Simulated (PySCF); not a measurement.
The vertical singlet excitations below were computed for one of the candidates. Method: PySCF, TDDFT PBE0/def2-SVPD, vertical, gas phase, core orbitals frozen in the response. Geometries: GFN2-xTB, one conformer each.

| state | λ (nm) | f |
| --- | --- | --- |
| S1 | 251.2 | 0.0006 |
| S2 | 210.5 | 0.043 |
| S3 | 207.5 | 0.104 |
| S4 | 197.0 | 0.037 |
| S5 | 181.5 | 0.0020 |
| S6 | 179.8 | 0.0026 |

Triplets computed (Tamm–Dancoff): 4.43, 4.54 eV.

Problem. Which candidate is it? All have the formula C5H9NOSi.
A. `N#C[C@@H]1CC[C@@H]1[SiH2]O`
B. `CO[C@@H]1[C@@H]([SiH3])[C@@H]1C#N`
C. `C#CC(=O)NCC[SiH3]`
D. `C=C[Si@H](N=C)C(C)=O`

Solution. C. Its S1 lies at 4.94 eV; the nearest of the others has S1 at 3.43 eV. S1 is HOMO-1→LUMO (82%), HOMO→LUMO (16%). Löwdin shares by element: HOMO nitrogen 38%, oxygen 27%, carbon 15% or more (atoms not listed hold the other 20%); LUMO carbon 62% or more, oxygen 18% (atoms not listed hold the other 20%). At the same level the other candidates give, for their lowest levels:
- `CO[C@@H]1[C@@H]([SiH3])[C@@H]1C#N`: 189 nm (f 0.004); 177 nm (f 0.114); 171 nm (f 0.002); 165 nm (f 0.004); 164 nm (f 0.007); T1 5.91 eV; HOMO -7.75, LUMO 0.02 eV
- `N#C[C@@H]1CC[C@@H]1[SiH2]O`: 178 nm (f 0.003); 175 nm (f 0.003); 171 nm (f 0.007); 165 nm (f 0.001); 161 nm (f 0.007); T1 6.28 eV; HOMO -8.13, LUMO 0.06 eV
- `C=C[Si@H](N=C)C(C)=O`: 361 nm (f 0.007); 312 nm (f 0.001); 265 nm (f 0.066); 247 nm (f 0.026); 237 nm (f 0.033); T1 2.74 eV; HOMO -6.61, LUMO -1.37 eV

The values belong to the conformer `[CH:1]#[C:2][C:3](=[O:4])[NH:5][CH2:6][CH2:7][SiH3:8]`: C2–C3–N5–C6 175°, C3–N5–C6–C7 -101°, N5–C6–C7–Si8 59°.
